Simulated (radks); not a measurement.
Values are calculated unless marked as measured or tabulated.
The technetium ion Tc+, configuration [Kr] 4d5 5s1. Level of theory: scalar-relativistic Kohn-Sham, LDA (Slater exchange, Perdew-Wang correlation), spin-polarised, spherical densities, point nucleus; open shells are filled with parallel spins first (spin-orbit coupling, left out, can overturn this in heavy ions); hard spherical wall at 20 bohr (a radial shooting solver on a logarithmic mesh with Libxc functionals).

Unscreened Slater integrals over Kohn-Sham orbitals (hartree). They are taken over the spin-up orbitals.

F0(5s,5s): 0.30584
F0(5s,4d): 0.36475
G2(5s,4d): 0.076806
F0(5s,4p): 0.38354
G1(5s,4p): 0.026976
F0(5s,4s): 0.38759
G0(5s,4s): 0.017355
F0(4d,4d): 0.54714
F2(4d,4d): 0.26987
F4(4d,4d): 0.17487
F0(4d,4p): 0.63143
F2(4d,4p): 0.30209
G1(4d,4p): 0.37372
G3(4d,4p): 0.22669
F0(4d,4s): 0.65206
G2(4d,4s): 0.26585
F0(4p,4p): 0.76693
F2(4p,4p): 0.40176
F0(4p,4s): 0.80456
G1(4p,4s): 0.54425
F0(4s,4s): 0.84898

Derived for the open shells (J is the average intra-shell exchange parameter used in DFT+U). 4d: Racah B = F2/49 - 5 F4/441 = 0.003525 hartree, C = 35 F4/441 = 0.01388 hartree, C/B = 3.94, F4/F2 = 0.648, J = (F2 + F4)/14 = 0.03177 hartree.
